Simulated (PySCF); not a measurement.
CH₁₃AsSi₄.
Geometry (PBE0-D3(BJ)/def2-SVP, Å), atoms numbered from 1 in this order:
```
atom  x, y, z in Å
Si1    2.6843   -0.9321    1.0431
C2     1.5603   -1.0403   -0.4662
Si3    0.5534    0.5076   -0.8298
As4   -0.5553    1.2130    1.1458
Si5   -2.3105    2.3061    0.0039
Si6   -1.7514   -0.8146    1.3585
H7     1.8669   -0.7999    2.2868
H8     3.5821    0.2583    0.9350
H9     3.5283   -2.1613    1.1557
H10    0.8733   -1.8942   -0.3341
H11    2.1749   -1.2630   -1.3558
H12   -0.4245    0.2556   -1.9365
H13    1.4604    1.6216   -1.2447
H14   -2.9424    1.4528   -1.0501
H15   -3.3504    2.6921    1.0048
H16   -1.7618    3.5411   -0.6335
H17   -0.8499   -1.8419    1.9634
H18   -2.2467   -1.3313    0.0430
H19   -2.9200   -0.5977    2.2636
```

Computed with PySCF at B3LYP/def2-SVPD, non-relativistic, on one gas-phase PBE0-D3(BJ)/def2-SVP geometry that isn't relaxed in the solvent. The solvent is an IEF-PCM continuum (van der Waals radii × 1.2). Specific hydrogen bonds and non-electrostatic terms are outside this model. Spin–orbit coupling is left out although an atom past zinc is present.

Gas phase at B3LYP/def2-SVPD: HOMO -7.01 eV, LUMO -0.51 eV, dipole 1.06 D.

Q: What does the continuum do to the energy, the frontier levels and the dipole at B3LYP/def2-SVPD in benzene and acetone?

A: 
| solvent | ε | E(solvent) − E(gas) (kJ/mol) | polarisation term (kJ/mol) | distortion of the solute (kJ/mol) | HOMO (eV) | LUMO (eV) | dipole (D) |
| --- | --- | --- | --- | --- | --- | --- | --- |
| benzene | 2.271 | -2.23 | -2.38 | 0.15 | -6.94 | -0.41 | 1.27 |
| acetone | 20.49 | -5.03 | -5.96 | 0.93 | -6.93 | -0.35 | 1.62 |

Polarisation term: ½ Σ q·V over the induced surface charges. Distortion: the rise of the solute's own energy as its density leaves the gas-phase optimum. From benzene to acetone the lowering changes by a factor 2.26, Onsager's factor (ε − 1)/(2ε + 1) by 2.02 and ε itself by 9.0.

Q: Which radius a makes the point-dipole formula ΔE = −[(ε − 1)/(2ε + 1)]·μ²/a³ give the value in acetone, with the gas-phase dipole?

A: μ = 0.418 au and |ΔE| = 0.00191 Eh give a = 1.84 Å; the farthest nucleus lies 4.30 Å from the centroid of the nuclei, so such a sphere wouldn't even hold the nuclei. The formula assumes a rigid point dipole at the centre of a sphere.

Q: Give the dipole vector in the frame of the coordinates (D, pointing from negative to positive charge), gas and acetone.

A: Gas (0.10, -0.75, -0.74), solvent (0.09, -1.14, -1.15). Its length changes by +53 % and its direction by 2°.

Q: How does the static polarisability (B3LYP/def2-SVPD, frozen core, with the continuum's full static response) change?

A: 
```tsv
medium	isotropic (au)	principal values (au)	⟨r²⟩ of the electrons (bohr²)
gas	162.4	137.5, 158.1, 191.7	2259.7
benzene	190.9	163.8, 187.2, 221.5	2259.9
acetone	234.7	212.4, 232.5, 259.1	2260.0
```

The isotropic value in acetone is 1.44 times the gas-phase one; no cavity-field correction is applied. ⟨r²⟩ is taken about the centre of nuclear charge.
